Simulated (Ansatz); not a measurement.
Spectroscopic constants of MgBe-, multiplicity 2 (lowest of 2S+1 = 2, 4 at CCSD(T)/def2-TZVPP on PBE0 minima; our sources give no spin for the ground state, which may be another).

The constants come from a fifth-degree fit in 1/R (seven points, main isotopes). Runs in def2 and cc sets follow the lowest solution found near the PBE0 minimum.

Codes used: Ansatz (Gaussian basis) for Hartree–Fock, density functionals and correlated methods. 

```tsv
level	r_e (Å)	ω_e (cm⁻¹)	ω_e x_e (cm⁻¹)	B_e (cm⁻¹)
SVWN5/def2-TZVPP	2.623	298	3.6	0.374
PBE/def2-TZVPP	2.669	284	3.7	0.361
r2SCAN/def2-TZVPP	2.641	296	4.4	0.369
B97M-V/def2-TZVPP	2.669	280	4.3	0.361
B3LYP/def2-TZVPP	2.703	255	4.3	0.352
PBE0/def2-TZVPP	2.680	279	3.5	0.358
wB97M-V/def2-TZVPP	2.779	227	2.9	0.333
CCSD/def2-TZVPP	2.726	258	3.5	0.346
CCSD/def2-QZVPP	2.755	239	4.2	0.339
CCSD(T)/def2-TZVPP	2.693	273	3.6	0.355
CCSD(T)/def2-QZVPP	2.708	261	3.9	0.351
```

Correlated levels freeze the inner cores; with def2 sets outer-core shells near the valence are correlated too.

Doubts at one or more of the structures used: a spin-contaminated determinant (r2SCAN/def2-TZVPP).

Ansatz is a first-principles code.
